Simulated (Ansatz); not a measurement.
The first iterations of a band of Cl2H2Sn (5 atoms, charge 0, multiplicity 1).

Computed with Ansatz, RKS B3LYP/def2-SVP.

```yaml
movable_images: 5
climbing_image: yes
spring: 5.0 eV/Å²
optimiser: quadratic models (default)
start_path: through a guess of the saddle point
force_threshold: 0.03 eV/Å
iteration_limit: 60
end_points: relaxed
```

Image 0:

```xyz
5
Properties=species:S:1:pos:R:3
Sn 0.195 0.039 0.314
H -0.009 -0.070 2.008
Cl 2.513 -0.022 -0.135
H -0.455 1.399 -0.492
Cl -0.767 -1.893 -0.649
```

Image 6:

```xyz
5
Properties=species:S:1:pos:R:3
Sn -0.802 0.795 0.650
H 1.352 -1.044 0.482
Cl 2.083 -0.031 0.913
H -0.397 1.346 -1.009
Cl -0.759 -1.614 0.009
```

| iteration | highest image above the first end (eV) | largest band force component (eV/Å) |
| --- | --- | --- |
| 1 | 2.562 | 3.836 |
| 2 | 2.030 | 1.423 |
| 3 | 2.035 | 1.659 |
| 4 | 1.973 | 1.306 |
| 5 | 1.752 | 0.922 |

Problem. Does the band converge within its limit, and where does its top end?

Solution. The forces met the threshold. It ended after 16 iterations with the highest image 1.772 eV above the first end. A vibrational analysis at the climbing image gives one clearly imaginary mode, 985i cm⁻¹: a first-order saddle point. The orbitals stay closed-shell, which can raise the energy where a bond breaks towards radicals; this wasn't checked here.

Run time: 3.9 min on 1 thread of Arm Neoverse V1, on a shared host, peak memory 0.15 GiB.
